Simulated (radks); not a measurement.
Question: The mean radii <r> (bohr) of the occupied orbitals of an atom or ion are listed with their occupations. Method: Dirac Kohn-Sham, Slater X-alpha with alpha = 0.667, spin-unpolarised, spherical densities, finite nucleus; Fermi nuclear charge, rms radius of each element as measured or else 0.836 A^(1/3) + 0.57 fm; computed with a radial shooting solver on a logarithmic mesh with Libxc functionals.

| orbital | occ. | <r> |
|---|---|---|
| 1s1/2 | 2 | 0.02725 |
| 2s1/2 | 2 | 0.1169 |
| 2p1/2 | 2 | 0.09851 |
| 2p3/2 | 4 | 0.1042 |
| 3s1/2 | 2 | 0.3143 |
| 3p1/2 | 2 | 0.3044 |
| 3p3/2 | 4 | 0.3160 |
| 3d3/2 | 4 | 0.2867 |
| 3d5/2 | 6 | 0.2904 |
| 4s1/2 | 2 | 0.7402 |
| 4p1/2 | 2 | 0.7727 |
| 4p3/2 | 4 | 0.8014 |
| 4d3/2 | 4 | 0.9142 |
| 4d5/2 | 6 | 0.9257 |
| 5s1/2 | 2 | 1.881 |
| 5p1/2 | 2 | 2.167 |
| 5p3/2 | 1 | 2.251 |

Name the element and its charge. Open shells, if any, fill j = l - 1/2 first.

Answer: Z = 53, iodine, charge +2: I2+ in [Kr] 4d10 5s2 5p3. The 1s radius gives Z: for a bare nucleus <r> = (2 gamma + 1)/(2Z) with gamma = sqrt(1 - (Z/c)^2), 0.02683 bohr for Z = 53, and screening makes it slightly larger (0.02725 here). The occupations add up to 51, and the charge is Z minus that.
